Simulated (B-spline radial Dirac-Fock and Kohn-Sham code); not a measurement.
**Isotope-shift constants of the inner levels of Pm³⁺**

System: promethium as Pm³⁺, 1s2 2s2 2p6 3s2 3p6 3d10 4s2 4p6 4d10 4f4 5s2 5p6.

Input of the calculation (task.json; shells as n, l, electrons):

```json
{"items": [{
  "Z": 61,
  "q": 3,
  "cfg": [[1, 0, 2], [2, 0, 2], [2, 1, 6], [3, 0, 2], [3, 1, 6], [3, 2, 10], [4, 0, 2], [4, 1, 6], [4, 2, 10], [4, 3, 4], [5, 0, 2], [5, 1, 6]],
  "A": 145,
  "rrms": 4.962,
  "do": "isoshift",
  "isotopes": [[145, 144.912755748, 4.962]]
}]}
```

Command: `python xray2_run.py task.json out`

Model: first-order field-shift and mass-shift constants from Dirac-Fock ground and hole states with a Fermi nucleus; the mass shift has no relativistic recoil terms. Program: a radial finite-basis atomic code. A binding energy shifts by δE = F·δ⟨r²⟩ + (K_N + K_S)·δ(1/M); F is taken for a change of radius at fixed skin thickness and so holds the higher radial moments.

| level | F (meV/fm²) |
| --- | --- |
| K (1s) | -243.6 |
| L1 (2s) | -30.85 |
| L2 (2p1/2) | 0.5569 |
| L3 (2p3/2) | 1.549 |
| M1 (3s) | -6.500 |
| M2 (3p1/2) | 0.1750 |
| M3 (3p3/2) | 0.4147 |
| M4 (3d3/2) | 0.3793 |
| M5 (3d5/2) | 0.3675 |

The mass shift is not given and not included below: at this Z its relativistic corrections are large. It matters little for K lines but can be comparable with the field shift of L lines.
